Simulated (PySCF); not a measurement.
# Calculated NMR parameters of CCOCOC(F)F

```yaml
Formula: C4H8F2O2
SMILES: CCOCOC(F)F
InChI: InChI=1S/C4H8F2O2/c1-2-7-3-8-4(5)6/h4H,2-3H2,1H3
Point_group_of_the_computed_structure: C1
Degrees_of_unsaturation: 0
Carbon_signals: 4
Proton_signals: 4
```

Numbering as in the mapped SMILES `[CH3:1][CH2:2][O:3][CH2:4][O:5][CH:6]([F:7])[F:8]`. Hydrogens are named by the atom that carries them.

- GIAO B97-2/pcSseg-1 shieldings
- PBE0-D3(BJ)/def2-SVP geometry
- J: B3LYP/pcJ-1 (spin–dipole term only in couplings to heteroatoms)
- code: PySCF 2.14
- averaged over atoms made equivalent by symmetry, fast rotation or ring inversion, a single conformation, relativity neglected, gas phase

δ = σ(ref) − σ, references computed at the same level: $^{1}$H (σref 31.38), $^{13}$C (σref 183.69) vs TMS; $^{19}$F (σref 178.12) against CFCl3; H2O for $^{17}$O (σref 331.62).

| carbon | δC, type | δH (multiplicity, J in Hz) | HMBC from (abs. J ≥ 3 Hz) | span of the C tensor (ppm) |
| --- | --- | --- | --- | --- |
| C1 | 17.0, CH3 | 1.29 (t, 8.0) | – | 29 |
| C2 | 64.8, CH2 | 3.53 (q, 8.0) | H(C4), H(C1) | 81 |
| C4 | 90.5, CH2 | 4.79 (m) | H(C6) | 56 |
| C6 | 117.8, CH | 6.13 (t, 86.1) | H(C4) | 34 |

Other nuclei:
| atoms | nucleus | environment | δ (ppm) | σ (ppm) |
| --- | --- | --- | --- | --- |
| F7/F8 | $^{19}$F | fluorine of a CF2 group | -107.2 | 285.4 |
| O5 | $^{17}$O | ether oxygen | 134.8 | 196.8 |
| O3 | $^{17}$O | ether oxygen | 75.5 | 256.1 |

Selected couplings (Hz, signed; the shortest-range and largest first, 30 at most; isotopes $^{13}$C, $^{19}$F, $^{1}$H): $^{1}J$(C6,F7) -318.3, $^{1}J$(C6,H(C6)) 220.6, $^{1}J$(C4,H(C4)) 171.3, $^{1}J$(C2,H(C2)) 145.3, $^{1}J$(C1,H(C1)) 133.6, $^{1}J$(C1,C2) 42.6, $^{2}J$(F7,H(C6)) 86.1, $^{2}J$(C2,C4) -2.2, $^{3}J$(H(C1),H(C2)) 8.0, $^{3}J$(C1,C4) 5.5, $^{3}J$(C4,F7) 2.7, $^{4}J$(F7,H(C4)) 1.2.

- Carbon types of the structure: 1 × CH, 2 × CH2, 1 × CH3, which accounts for all hydrogens.
- δC 117.8: sp3 CH bonded to 2 F and O; 3 electronegative neighbours deshield it.
- δC 90.5: sp3 carbon bearing two oxygens; 2 electronegative neighbours deshield it.
- δC 64.8: sp3 CH2 bonded to O; the inductive effect lowers its shielding.
- δC 17.0: methyl carbon; a saturated carbon with 1 carbon neighbour and no heteroatom attached.
- δH 6.13: hydrogen on an sp3 CH bonded to 2 F and O; its carbon carries F and O, which withdraws density.
- The protons at 1.29 and 3.53 share a coupling of 8.0 Hz (vicinal).

C–F couplings over four or more bonds (about 3 Hz to the para carbon of a fluoroarene) are left out. Common functionals overestimate the size of one-bond C–F couplings by tens of Hz; these are unscaled. Splittings below 1 Hz are ignored in the labels, and close J values are merged. Couplings among chemically equivalent protons are left out too, so labels in AA′BB′ or AA′XX′ sets are apparent multiplicities. Unscaled 3J(H,H) at this level run about 10 % above measured values. Shifts are as computed. Against solution values, carbons near 30 ppm lie about +1 ppm off and those near 130 ppm about +2 ppm. Of 1313 compounds with measured shifts, 239 miss one by over three times the rms of a fit or turn the order of signals round; such compounds aren't used in these exercises. Unscaled 19F shifts against computed CFCl3 carry errors that often reach 10 to 50 ppm. Experimental scales use liquid or dissolved standards, which lie at an offset from isolated H2O (liquid H2O: subtract about 36 ppm).
